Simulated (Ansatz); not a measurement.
A calculation with Ansatz (development build ahead of 0.2.0).

```yaml
crystal:
  periodic: [false, false, false]
  atoms:
    - { symbol: Cr, position_ang: [0.0, 0.0, 0.0] }
basis:
  gaussian: { orbitals: def2-SVP }
total_charge: 2
magnetization:
  spin_polarized: true
  initial_magnetization: 4
hamiltonian:
  xc: hf
output:
  forces: true
```

The input is written out in the form of the current development build from the run's settings.

Output:

| Property | Result |
| --- | --- |
| Converged | yes |
| Total energy | -1042.41989 hartree |
| Spin squared of the determinant | 6.001 |
| Stability test | minimum |

Forces (eV/Å):
```tsv
atom	Fx	Fy	Fz
Cr1	0.000	0.000	0.000
```
